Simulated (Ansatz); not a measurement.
Consider the cleavage of the In–B bond: `C[BH][InH2]` + H₂Se → `[SeH][InH2]` + `BC`.

Gas-phase electronic energies from Ansatz, PBE0-D4/def2-TZVP geometries. CCSD(T)/CBS adds triple-zeta CCSD(T) − MP2 to the extrapolated MP2 energy (def2 sets, frozen cores). This one scheme is used for every species. Functionals use def2-TZVPP. HSE06 is defined as in plane-wave codes. def2 core potentials past Kr. For In, Se outer-core shells are correlated without core-valence functions, which leaves a few kJ/mol of doubt a bond. Scalar relativity is left out up to krypton.

```tsv
level	ΔE (kJ/mol)
r2SCAN0-D4	-138.8
HSE06-D4	-133.0
PBE-QIDH	-138.3
BLYP	-133.3
PBE0	-133.4
HF/def2-SVP	-148.7
CCSD/def2-TZVPP	-131.8
CCSD/CBS(def2)	-137.5
```

Task: What does CCSD(T)/CBS give? (Estimate.)

Result: The calculation gave: -136.8 kJ/mol. The listed levels differ from it by -2.0, 3.8, -1.5, 3.5, 3.4, -11.9, 5.0, -0.7 kJ/mol.

Largest T1 diagnostic among the species: 0.014.

Leaving LDA and LC-ωPBE aside and taking each functional with its dispersion term where it has one, the values, not all of them listed here, spread over 18.7 kJ/mol, from BHLYP-D4 to revPBE-D4. LDA lies +6.0 kJ/mol from PBE without D4. From PBE to PBE0 (25 % exact exchange), in def2-TZVPP and without D4, ΔE moves by −5.6 kJ/mol.
